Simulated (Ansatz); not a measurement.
Ansatz (an electronic-structure program) input (B3LYP-D3(BJ)/def2-TZVP):

Ansatz 0.2 input:
```yaml
crystal:
  periodic: [false, false, false]
  atoms:
    - {symbol: C, position_ang: [-1.65691817, -0.79636213, -0.38564540]}
    - {symbol: C, position_ang: [-0.52278099, 0.04773370, 0.19469952]}
    - {symbol: C, position_ang: [-0.46619912, 1.43026824, -0.45296424]}
    - {symbol: C, position_ang: [0.80136404, -0.68756656, 0.04906601]}
    - {symbol: O, position_ang: [1.82004174, 0.05445435, 0.71634923]}
    - {symbol: H, position_ang: [-2.61685148, -0.29235873, -0.26218020]}
    - {symbol: H, position_ang: [-1.72504826, -1.77093654, 0.10270601]}
    - {symbol: H, position_ang: [-1.50946393, -0.96629567, -1.45591552]}
    - {symbol: H, position_ang: [-0.69727634, 0.17533522, 1.26861938]}
    - {symbol: H, position_ang: [-0.31107238, 1.34253724, -1.53252840]}
    - {symbol: H, position_ang: [0.35026452, 2.02193010, -0.04104718]}
    - {symbol: H, position_ang: [-1.40035727, 1.97263530, -0.29401560]}
    - {symbol: H, position_ang: [0.71345967, -1.69213926, 0.48169695]}
    - {symbol: H, position_ang: [1.04011140, -0.80010022, -1.01781706]}
    - {symbol: H, position_ang: [2.66310579, -0.39068173, 0.58875250]}
basis:
  gaussian:
    orbitals: def2-TZVP
hamiltonian:
  xc: b3lyp
  dispersion: d3bj
phonons: {temperatures: {t_min: 298.15, t_max: 298.15, t_step: 100}}
```

Output:

```
Functional definition: B3LYP
integrals: 0.13 GiB planned
1311 factors; their error is unknown
0.31 GiB of the device are held for the grids
1.18 GiB of device memory are held for the factors and their scratch space
mean field: 1.07 GiB planned
mean field evaluation 1: about -6347.1282 eV, gradient 8.0e1 eV
mean field evaluation 2: about -6333.4900 eV, gradient 1.1e2 eV
mean field evaluation 4: about -6361.0621 eV, gradient 6.5e0 eV
mean field evaluation 8: about -6361.1054 eV, gradient 6.5e-1 eV
mean field evaluation 16: about -6361.1060 eV, gradient 8.3e-5 eV
mean field -6361.10597488 eV, -233.7663328642 hartree, gradient 1.9e-5 eV, S^2 0.000000; 0 other end points of the search recorded, 0 dependent functions left out
the calculation of the forces begins
reference -6361.10627092 eV, -233.7663437437 hartree; 21, 21 occupied and 194, 194 virtual orbitals, 1311 factors
these checks for a lower state are left out or cut short: stability, starts, cluster_reference, orbital_swaps, neighbouring_geometries, increment
integrals: 0.13 GiB planned
1311 factors; their error is unknown
0.32 GiB of the device are held for the grids
1.18 GiB of device memory are held for the factors and their scratch space
mean field: 1.07 GiB planned
mean field -6361.10576694 eV, -233.7663252229 hartree, gradient 2.1e-6 eV, S^2 0.000000; 0 other end points of the search recorded, 0 dependent functions left out
the calculation of the forces begins
reference -6361.10606303 eV, -233.7663361037 hartree; 21, 21 occupied and 194, 194 virtual orbitals, 1311 factors
these checks for a lower state are left out or cut short: stability, starts, cluster_reference, orbital_swaps, neighbouring_geometries, increment
integrals: 0.13 GiB planned
1311 factors; their error is unknown
0.32 GiB of the device are held for the grids
1.18 GiB of device memory are held for the factors and their scratch space
mean field: 1.07 GiB planned
mean field evaluation 32: about -6361.1059 eV, gradient 2.1e-6 eV
mean field -6361.10587100 eV, -233.7663290468 hartree, gradient 2.1e-6 eV, S^2 0.000000; 0 other end points of the search recorded, 0 dependent functions left out
the calculation of the forces begins
reference -6361.10616701 eV, -233.7663399249 hartree; 21, 21 occupied and 194, 194 virtual orbitals, 1311 factors
these checks for a lower state are left out or cut short: stability, starts, cluster_reference, orbital_swaps, neighbouring_geometries, increment
integrals: 0.13 GiB planned
1311 factors; their error is unknown
0.31 GiB of the device are held for the grids
1.18 GiB of device memory are held for the factors and their scratch space
mean field: 1.07 GiB planned
mean field -6361.10578103 eV, -233.7663257406 hartree, gradient 2.1e-6 eV, S^2 0.000000; 0 other end points of the search recorded, 0 dependent functions left out
the calculation of the forces begins
reference -6361.10607710 eV, -233.7663366210 hartree; 21, 21 occupied and 194, 194 virtual orbitals, 1311 factors
these checks for a lower state are left out or cut short: stability, starts, cluster_reference, orbital_swaps, neighbouring_geometries, increment
integrals: 0.13 GiB planned
1311 factors; their error is unknown
0.32 GiB of the device are held for the grids
1.18 GiB of device memory are held for the factors and their scratch space
mean field: 1.07 GiB planned
mean field -6361.10584257 eV, -233.7663280022 hartree, gradient 2.1e-6 eV, S^2 0.000000; 0 other end points of the search recorded, 0 dependent functions left out
[...]
mean field -6361.10592143 eV, -233.7663309000 hartree, gradient 2.1e-6 eV, S^2 0.000000; 0 other end points of the search recorded, 0 dependent functions left out
the calculation of the forces begins
reference -6361.10621747 eV, -233.7663417793 hartree; 21, 21 occupied and 194, 194 virtual orbitals, 1311 factors
these checks for a lower state are left out or cut short: stability, starts, cluster_reference, orbital_swaps, neighbouring_geometries, increment
integrals: 0.13 GiB planned
1311 factors; their error is unknown
0.31 GiB of the device are held for the grids
1.18 GiB of device memory are held for the factors and their scratch space
mean field: 1.07 GiB planned
mean field -6361.10593894 eV, -233.7663315436 hartree, gradient 2.1e-6 eV, S^2 0.000000; 0 other end points of the search recorded, 0 dependent functions left out
the calculation of the forces begins
reference -6361.10623497 eV, -233.7663424224 hartree; 21, 21 occupied and 194, 194 virtual orbitals, 1311 factors
these checks for a lower state are left out or cut short: stability, starts, cluster_reference, orbital_swaps, neighbouring_geometries, increment
integrals: 0.13 GiB planned
1311 factors; their error is unknown
0.31 GiB of the device are held for the grids
1.18 GiB of device memory are held for the factors and their scratch space
mean field: 1.07 GiB planned
mean field -6361.10597684 eV, -233.7663329364 hartree, gradient 2.1e-6 eV, S^2 0.000000; 0 other end points of the search recorded, 0 dependent functions left out
the calculation of the forces begins
reference -6361.10627291 eV, -233.7663438167 hartree; 21, 21 occupied and 194, 194 virtual orbitals, 1311 factors
these checks for a lower state are left out or cut short: stability, starts, cluster_reference, orbital_swaps, neighbouring_geometries, increment
integrals: 0.13 GiB planned
1311 factors; their error is unknown
0.31 GiB of the device are held for the grids
1.18 GiB of device memory are held for the factors and their scratch space
mean field: 1.07 GiB planned
mean field -6361.10586836 eV, -233.7663289497 hartree, gradient 2.1e-6 eV, S^2 0.000000; 0 other end points of the search recorded, 0 dependent functions left out
the calculation of the forces begins
reference -6361.10616438 eV, -233.7663398282 hartree; 21, 21 occupied and 194, 194 virtual orbitals, 1311 factors
these checks for a lower state are left out or cut short: stability, starts, cluster_reference, orbital_swaps, neighbouring_geometries, increment
integrals: 0.13 GiB planned
1311 factors; their error is unknown
0.31 GiB of the device are held for the grids
1.18 GiB of device memory are held for the factors and their scratch space
mean field: 1.07 GiB planned
mean field -6361.10590006 eV, -233.7663301147 hartree, gradient 2.1e-6 eV, S^2 0.000000; 0 other end points of the search recorded, 0 dependent functions left out
the calculation of the forces begins
reference -6361.10619613 eV, -233.7663409952 hartree; 21, 21 occupied and 194, 194 virtual orbitals, 1311 factors
these checks for a lower state are left out or cut short: stability, starts, cluster_reference, orbital_swaps, neighbouring_geometries, increment
integrals: 0.13 GiB planned
1311 factors; their error is unknown
0.31 GiB of the device are held for the grids
1.18 GiB of device memory are held for the factors and their scratch space
mean field: 1.07 GiB planned
mean field evaluation 608: about -6361.1385 eV, gradient 4.5e-4 eV
mean field -6361.10588013 eV, -233.7663293825 hartree, gradient 2.1e-6 eV, S^2 0.000000; 0 other end points of the search recorded, 0 dependent functions left out
the calculation of the forces begins
reference -6361.10617622 eV, -233.7663402636 hartree; 21, 21 occupied and 194, 194 virtual orbitals, 1311 factors
these checks for a lower state are left out or cut short: stability, starts, cluster_reference, orbital_swaps, neighbouring_geometries, increment
integrals: 0.13 GiB planned
1311 factors; their error is unknown
0.31 GiB of the device are held for the grids
1.18 GiB of device memory are held for the factors and their scratch space
mean field: 1.07 GiB planned
mean field -6361.10581430 eV, -233.7663269633 hartree, gradient 2.1e-6 eV, S^2 0.000000; 0 other end points of the search recorded, 0 dependent functions left out
the calculation of the forces begins
reference -6361.10611030 eV, -233.7663378411 hartree; 21, 21 occupied and 194, 194 virtual orbitals, 1311 factors
these checks for a lower state are left out or cut short: stability, starts, cluster_reference, orbital_swaps, neighbouring_geometries, increment
integrals: 0.13 GiB planned
1311 factors; their error is unknown
0.31 GiB of the device are held for the grids
1.18 GiB of device memory are held for the factors and their scratch space
mean field: 1.07 GiB planned
mean field -6361.10592932 eV, -233.7663311902 hartree, gradient 2.1e-6 eV, S^2 0.000000; 0 other end points of the search recorded, 0 dependent functions left out
the calculation of the forces begins
reference -6361.10622537 eV, -233.7663420698 hartree; 21, 21 occupied and 194, 194 virtual orbitals, 1311 factors
these checks for a lower state are left out or cut short: stability, starts, cluster_reference, orbital_swaps, neighbouring_geometries, increment
integrals: 0.13 GiB planned
1311 factors; their error is unknown
0.31 GiB of the device are held for the grids
1.18 GiB of device memory are held for the factors and their scratch space
mean field: 1.07 GiB planned
mean field -6361.10593979 eV, -233.7663315750 hartree, gradient 2.1e-6 eV, S^2 0.000000; 0 other end points of the search recorded, 0 dependent functions left out
the calculation of the forces begins
reference -6361.10623584 eV, -233.7663424544 hartree; 21, 21 occupied and 194, 194 virtual orbitals, 1311 factors
these checks for a lower state are left out or cut short: stability, starts, cluster_reference, orbital_swaps, neighbouring_geometries, increment
integrals: 0.13 GiB planned
1311 factors; their error is unknown
0.31 GiB of the device are held for the grids
1.18 GiB of device memory are held for the factors and their scratch space
mean field: 1.07 GiB planned
mean field evaluation 640: about -6361.1060 eV, gradient 1.0e-6 eV
mean field -6361.10597566 eV, -233.7663328930 hartree, gradient 2.1e-6 eV, S^2 0.000000; 0 other end points of the search recorded, 0 dependent functions left out
the calculation of the forces begins
reference -6361.10627171 eV, -233.7663437726 hartree; 21, 21 occupied and 194, 194 virtual orbitals, 1311 factors
these checks for a lower state are left out or cut short: stability, starts, cluster_reference, orbital_swaps, neighbouring_geometries, increment
integrals: 0.13 GiB planned
1311 factors; their error is unknown
0.31 GiB of the device are held for the grids
1.18 GiB of device memory are held for the factors and their scratch space
mean field: 1.07 GiB planned
mean field -6361.10595906 eV, -233.7663322830 hartree, gradient 2.1e-6 eV, S^2 0.000000; 0 other end points of the search recorded, 0 dependent functions left out
the calculation of the forces begins
reference -6361.10625510 eV, -233.7663431624 hartree; 21, 21 occupied and 194, 194 virtual orbitals, 1311 factors
Total energy: -6361.58153249 eV, -233.7838092841 hartree
Atom 0 at    -1.656918    -0.796362    -0.385645 Å, force    -0.000370     0.000182    -0.000162 eV/Å
Atom 1 at    -0.522781     0.047734     0.194700 Å, force     0.001126    -0.000168    -0.000289 eV/Å
Atom 2 at    -0.466199     1.430268    -0.452964 Å, force    -0.000248    -0.000308    -0.000174 eV/Å
Atom 3 at     0.801364    -0.687567     0.049066 Å, force     0.000313    -0.000165     0.000474 eV/Å
Atom 4 at     1.820042     0.054454     0.716349 Å, force    -0.000333    -0.000115    -0.000460 eV/Å
Atom 5 at    -2.616851    -0.292359    -0.262180 Å, force     0.000009    -0.000223    -0.000004 eV/Å
Atom 6 at    -1.725048    -1.770937     0.102706 Å, force     0.000055     0.000050    -0.000040 eV/Å
Atom 7 at    -1.509464    -0.966296    -1.455916 Å, force    -0.000013     0.000041     0.000171 eV/Å
Atom 8 at    -0.697276     0.175335     1.268619 Å, force    -0.000062     0.000184     0.000073 eV/Å
Atom 9 at    -0.311072     1.342537    -1.532528 Å, force     0.000002     0.000014     0.000230 eV/Å
Atom 10 at     0.350265     2.021930    -0.041047 Å, force     0.000083     0.000155     0.000112 eV/Å
Atom 11 at    -1.400357     1.972635    -0.294016 Å, force     0.000008     0.000145     0.000011 eV/Å
Atom 12 at     0.713460    -1.692139     0.481697 Å, force    -0.000168    -0.000196     0.000108 eV/Å
Atom 13 at     1.040111    -0.800100    -1.017817 Å, force    -0.000106     0.000214    -0.000204 eV/Å
Atom 14 at     2.663106    -0.390682     0.588753 Å, force    -0.000295     0.000190     0.000154 eV/Å
Dipole moment:     0.064535    -0.259499    -0.131658 e Å
Vibrations: 124.18 216.25 231.52 239.59 267.85 354.72 423.11 487.69 818.07 922.35 937.57 959.78 973.54 1056.94 1120.44 1174.86 1197.86 1257.43 1278.23 1344.34 1378.37 1401.88 1416.65 1452.48 1489.44 1491.43 1503.64 1513.11 1520.05 2965.93 2995.82 3017.22 3021.56 3027.69 3078.04 3083.89 3094.06 3116.85 3818.84 cm⁻¹, zero-point energy 3.705469 eV
```
